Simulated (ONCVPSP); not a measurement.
**What one change does to a pseudopotential (caesium, ONCV)**

Cs, optimised norm-conserving Vanderbilt (ONCV), made with ONCVPSP 4.0.1 (LDA (Perdew-Wang 92), scalar-relativistic). Core [Kr] 4d10 5s2, reference 5p6 6s0.75 6p0.25. Waves: 6s: rc 4.00 bohr, ncon 3, nbas 8, qcut 1.5 1/bohr, 1 projector; 5p+6p: rc 4.00 bohr, ncon 4, nbas 7, qcut 4 1/bohr, 3 projectors, debl 1.3 Ha; d scattering state at 0.06 Ha: rc 4.00 bohr, ncon 4, nbas 7, qcut 2 1/bohr, local. Local part: the d channel. Core correction: Teter function, fcfact 2.5, rcfact 1.05.

In the d channel the program set the typed energies aside and used 0.050 Ha.

Change: p: rc 5.82.

Cutoffs: the cutoffs (Ha) at which the residual kinetic energy of the hardest occupied pseudo-wave falls to 1 and 0.1 mHa per electron; they do not see the model core or the augmentation charge, which bear on the density cutoff. Errors are all-electron minus pseudo energies relative to the spin-unpolarised reference configuration.

Task: Predict the effect on cutoff, ghosts and configuration errors.

Result: The potential gets softer (4.1 Ha and 5.0 Ha → 2.8 Ha and 3.4 Ha); both files keep a bound ghost (s); the lowest positive-energy flag moves from none to p at 32.3 eV; of the 4 tests that both files solve, the error grows in 1 and shrinks in 0 by more than 15 % and 0.3 meV (median size 0.2 → 0.5 meV). A larger radius leaves more room for a smooth pseudo-wave, so fewer plane waves are needed.

```tsv
quantity	base	changed
cutoff, loose	4.1 Ha	2.8 Ha
cutoff, tight	5.0 Ha	3.4 Ha
loose cutoff by channel	s 0.8 Ha, p 4.1 Ha	s 0.8 Ha, p 2.8 Ha
bound ghosts	s	s
GHOST(+) flags under 300 eV	none	p at 32.3 eV
error for 5p6 6s1 6p0, meV [ΔE -0.36 eV]	-0.1	-0.2
error for 5p6 6s0 6p0, meV [ΔE 3.64 eV]	+2.3	-2.2
error for 5p6 6s0.5 6p0, meV [ΔE 1.19 eV]	+0.2	-0.1
error for 5p6 6s0 6p1, meV [ΔE 1.11 eV]	+0.2	-0.8
s: phases at 4.07 bohr within 0.05 rad from the reference energy up to (Ha; the scan ends near 5)	0.6	0.6
d: phases at 4.07 bohr within 0.05 rad from the reference energy up to (Ha; the scan ends near 5)	0.4	0.4
rms error of d²Exc/dni dnj with the model core, mHa	2.24	1.86
```

 A true bound ghost makes a file unfit for plane-wave use even where its test errors are small: the radial tests pick states by their node count and pass the ghost by.
